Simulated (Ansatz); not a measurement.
Computed with Ansatz on PBE0-D4/def2-TZVP structures; ΔE is electronic, products minus reactants. CCSD(T)/CBS is the MP2 limit (def2-TZVPP, def2-QZVPP) plus CCSD(T) − MP2 in def2-TZVPP, frozen cores. This one scheme is used for every species. Double bonds are as drawn, so ΔE can hold a change between cis and trans. DFT in def2-TZVPP. B3LYP here is the variant with VWN-RPA as its local correlation; programs differ in this. Elements past krypton have def2 core potentials. For I, Sn outer-core shells are correlated without core-valence functions, which leaves a few kJ/mol of doubt a bond.

Consider the formal exchange of groups at the Sn–I bond: `[CH3][SnH2][I]` + `C/C(Cl)=C/F` → `[CH3][SnH2][F]` + `C/C(Cl)=C\I`.

`[CH3][SnH2][I]`:

```xyz
8

C    -0.940    0.659   -0.354
Sn    0.737   -0.353    0.484
I     1.378   -2.339   -1.219
H    -1.765   -0.044   -0.467
H    -1.245    1.476    0.302
H    -0.669    1.058   -1.330
H     2.119    0.640    0.605
H     0.384   -1.097    1.978
```

`C/C(Cl)=C/F`:

```xyz
9

C     1.137   -0.025    0.259
C    -0.212    0.346   -0.241
Cl   -0.326    1.834   -1.102
C    -1.291   -0.398   -0.054
F    -2.496   -0.061   -0.502
H     1.098   -0.979    0.788
H     1.519    0.737    0.941
H     1.844   -0.114   -0.570
H    -1.274   -1.340    0.481
```

`[CH3][SnH2][F]`:

Z-matrix (Å, degrees):
```
C
Sn 1 2.124
H 1 1.090 2 109.3
H 1 1.090 2 109.4 3 -119.7
H 1 1.091 2 110.4 3 120.1
F 2 1.932 1 104.3 3 58.4
H 2 1.706 1 114.7 3 171.9
H 2 1.706 1 114.7 3 -55.0
```

`C/C(Cl)=C\I`:

```xyz
9

C     0.106   -0.736    0.901
C    -0.036   -0.212   -0.478
Cl   -0.106   -1.450   -1.699
C    -0.115    1.045   -0.894
I    -0.056    2.694    0.358
H     0.145    0.079    1.623
H    -0.737   -1.388    1.144
H     1.017   -1.333    0.984
H    -0.218    1.300   -1.939
```

```tsv
level	ΔE (kcal/mol)	difference from CCSD(T)/CBS
r2SCAN-D4	5.5	2.0
PBE0-D4	7.0	3.5
B3LYP-D4	4.8	1.3
ωB97X-V	5.6	2.1
B2PLYP	4.1	0.6
PBE	5.4	1.9
r2SCAN	5.7	2.2
PBE0	7.5	4.0
B3LYP	5.7	2.2
HF/def2-TZVPP	10.8	7.3
MP2/def2-TZVPP	2.0	-1.5
HF/def2-QZVPP	10.2	6.7
MP2/def2-QZVPP	1.8	-1.7
SCS-MP2/def2-QZVPP	2.0	-1.5
HF/CBS(def2)	10.1	6.6
CCSD/CBS(def2)	4.6	1.1
CCSD(T)/CBS	3.5	0
```

Largest T1 diagnostic among the species: 0.013.

In def2-TZVPP, CCSD(T) changes the Hartree–Fock value by −7.4 kcal/mol (the triples alone add −1.2 kcal/mol) and MP2 by −8.9 kcal/mol. From PBE to PBE0 (25 % exact exchange), in def2-TZVPP and without D4, ΔE moves by +2.1 kcal/mol.

CCSD(T)/CBS has its own doubt, a few kJ/mol and more with outer-core shells, so smaller differences from it don't rank the levels.
